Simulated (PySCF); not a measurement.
# Excitation energy of B⁺ by level of theory

B⁺ [He] 2s2 (1S) → B⁺ [He] 2s1 2p1 (3P), as a difference of total energies. All numbers are calculated (PySCF 2.14, scalar relativity by spin-free X2C-1e, in x2c-QZVPPall with one added diffuse shell each of s, p, d, f type (8s5p4d3f1g, 73 functions)). Correlated levels: valence: 1s2 frozen. The calculations carry no spin-orbit coupling.

Problem. Order these methods by the excitation energy they give, lowest first.
A. SCS-MP2 (valence)
B. UHF
C. CCSD (valence)
D. MP2 (valence)

Solution. B (3.138 eV), D (4.072 eV), A (4.337 eV), C (4.651 eV).

Errors of the correlated levels include the incompleteness of this basis and the frozen core.

With two correlated electrons CCSD is exact in that space.

For comparison: 4.631 eV (measured; NIST levels, between the centres of gravity of the two terms).
